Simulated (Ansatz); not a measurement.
Isolated molecules relaxed with PBE0-D4/def2-TZVP in Ansatz; ΔE leaves out vibrations. CBS: MP2 limit from def2 TZ/QZ plus the TZ coupled-cluster correction, frozen cores. This one scheme is used for every species. DFT in def2-TZVPP. Each species was taken in one conformer, which may not be the lowest.

`[SiH3]N[SiH2]O[SiH3]` + H₂ → `[SiH3]O[SiH3]` + `N[SiH3]`  (hydrogenolysis of the Si–N bond)

| level | ΔE (kcal/mol) |
| --- | --- |
| PBE0-D4 | 14.0 |
| ωB97M-V | 14.6 |
| HF/def2-QZVPP | 9.2 |
| HF/CBS(def2) | 9.2 |

(1) What does CCSD(T)/CBS give? (Best estimate.)

Largest T1 diagnostic among the species: 0.011.

## Answers

(1) Ansatz gave: +15.0 kcal/mol. The listed levels differ from it by -1.0, -0.4, -5.8, -5.8 kcal/mol.

In def2-TZVPP, CCSD(T) changes the Hartree–Fock value by +5.4 kcal/mol (the triples alone add +1.2 kcal/mol) and MP2 by +6.9 kcal/mol. The D4 term adds +4.2 kcal/mol with B3LYP and +2.4 kcal/mol with PBE0; it sums over pairs of atoms, weighted by their polarisabilities, and B3LYP, whose exchange is more repulsive, gets the larger term.

B3LYP here is the variant with VWN-RPA as its local correlation; programs differ in this.
